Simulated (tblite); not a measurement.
Parent: `[CH3:1][CH2:2][CH:3]1[C@@H:4]([F:5])[C@@H:6]1[F:7]` with C1–C2–C3–C4 84°, C5H8F2.

Computed geometry: GFN2-xTB, gas phase. One conformer each, not checked by frequencies here.

```json
{"coordinate of the parent": "C1–C2", "value": "1.526 Å"}
{"coordinate of the parent": "C2–C3", "value": "1.512 Å"}
{"coordinate of the parent": "C3–C4", "value": "1.505 Å"}
{"coordinate of the parent": "C4–F5", "value": "1.362 Å"}
{"coordinate of the parent": "C4–C6", "value": "1.496 Å"}
{"coordinate of the parent": "C6–F7", "value": "1.362 Å"}
{"coordinate of the parent": "C3–C6", "value": "1.501 Å"}
{"coordinate of the parent": "C1–C2–C3", "value": "111.0°"}
{"coordinate of the parent": "C2–C3–C4", "value": "120.6°"}
{"coordinate of the parent": "C2–C3–C6", "value": "120.3°"}
{"coordinate of the parent": "C4–C3–C6", "value": "59.7°"}
{"coordinate of the parent": "C3–C4–F5", "value": "118.9°"}
{"coordinate of the parent": "C3–C4–C6", "value": "60.0°"}
{"coordinate of the parent": "F5–C4–C6", "value": "117.4°"}
{"coordinate of the parent": "C4–C6–F7", "value": "117.7°"}
{"coordinate of the parent": "C3–C6–C4", "value": "60.3°"}
{"coordinate of the parent": "C3–C6–F7", "value": "118.8°"}
```

Problem. How does the shared frame change in `[CH3:1][C@@H:2]([C:3]([NH2:4])=[O:5])[CH:6]1[C@@H:7]([F:8])[C@@H:9]1[F:10]` with C1–C2–C3–N4 -124°, C2–C3–N4–H -16° and -175°, C1–C2–C6–C7 -159°, C6H9F2NO? Atoms pair as C1 = C1, C2 = C2, C3 = C6, C4 = C9, F5 = F10, C6 = C7, F7 = F8 (parent first).

Solution. 
```json
{"parent": "C1–C2", "relative": "C1–C2", "value in the relative": "1.530 Å", "change": "+0.004"}
{"parent": "C2–C3", "relative": "C2–C6", "value in the relative": "1.521 Å", "change": "+0.009"}
{"parent": "C3–C4", "relative": "C6–C9", "value in the relative": "1.502 Å", "change": "-0.003"}
{"parent": "C4–F5", "relative": "C9–F10", "value in the relative": "1.362 Å", "change": "0.000"}
{"parent": "C4–C6", "relative": "C9–C7", "value in the relative": "1.495 Å", "change": "-0.001"}
{"parent": "C6–F7", "relative": "C7–F8", "value in the relative": "1.363 Å", "change": "+0.001"}
{"parent": "C3–C6", "relative": "C6–C7", "value in the relative": "1.504 Å", "change": "+0.003"}
{"parent": "C1–C2–C3", "relative": "C1–C2–C6", "value in the relative": "109.8°", "change": "-1.2"}
{"parent": "C2–C3–C4", "relative": "C2–C6–C9", "value in the relative": "121.1°", "change": "+0.5"}
{"parent": "C2–C3–C6", "relative": "C2–C6–C7", "value in the relative": "122.4°", "change": "+2.1"}
{"parent": "C4–C3–C6", "relative": "C9–C6–C7", "value in the relative": "59.7°", "change": "0.0"}
{"parent": "C3–C4–F5", "relative": "C6–C9–F10", "value in the relative": "118.0°", "change": "-0.9"}
{"parent": "C3–C4–C6", "relative": "C6–C9–C7", "value in the relative": "60.3°", "change": "+0.3"}
{"parent": "F5–C4–C6", "relative": "F10–C9–C7", "value in the relative": "116.9°", "change": "-0.5"}
{"parent": "C4–C6–F7", "relative": "C9–C7–F8", "value in the relative": "118.7°", "change": "+1.0"}
{"parent": "C3–C6–C4", "relative": "C6–C7–C9", "value in the relative": "60.1°", "change": "-0.2"}
{"parent": "C3–C6–F7", "relative": "C6–C7–F8", "value in the relative": "119.2°", "change": "+0.4"}
```

Of the parent's bonds, C2–C3 changes most (+0.009 Å). Bonds of the relative outside the shared frame: C2–C3 1.531, C3–N4 1.351, C3=O5 1.211 Å. Point group C1 → C1.
